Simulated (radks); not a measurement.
Valence configurations of Ne III (all share [He]). All-electron calculation, scalar-relativistic Kohn-Sham, SCAN, spin-unpolarised, spherical densities, finite nucleus; meta-GGA in the generalised Kohn-Sham scheme; Fermi nuclear charge, rms radius 3.0055 fm. Program: a radial shooting solver on a logarithmic mesh with Libxc functionals. Energies are relative to 2s2 2p4; eigenvalues in eV.

valence,E (eV),e(2p),e(2s)
2s2 2p4,0.000,-55.501,-80.397
2s1 2p5,24.929,-55.328,-80.242
2p6,49.749,-55.071,-
2s1.5 2p4.5,12.469,-55.414,-80.336
2s0.5 2p5.5,37.371,-55.226,-80.067

NIST lists [He] 2s2 2p4 as the ground configuration; this level of theory agrees among the configurations tried. The energies are those of spherical spin-averaged densities, not of single terms.
